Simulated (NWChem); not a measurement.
Species: H2 cation, doublet

Computed with NWChem. Spin-unrestricted. Medium grid unless said otherwise, to which SCAN and Minnesota functionals are sensitive. The geometry was optimised at PBE0/def2-SVP, spin-unrestricted. No stability test was run on the SCF state.

Order these by “lowest empty minus highest occupied level, either spin (eV)”, lowest first: KT2/def2-SVP; LDA (Slater exchange, VWN5)/def2-SVP; CAM-B3LYP/def2-SVP; M06-2X/def2-SVP; B3LYP/def2-SVP.

LDA (Slater exchange, VWN5)/def2-SVP (5.67), KT2/def2-SVP (8.50), B3LYP/def2-SVP (9.42), CAM-B3LYP/def2-SVP (11.06), M06-2X/def2-SVP (13.48)
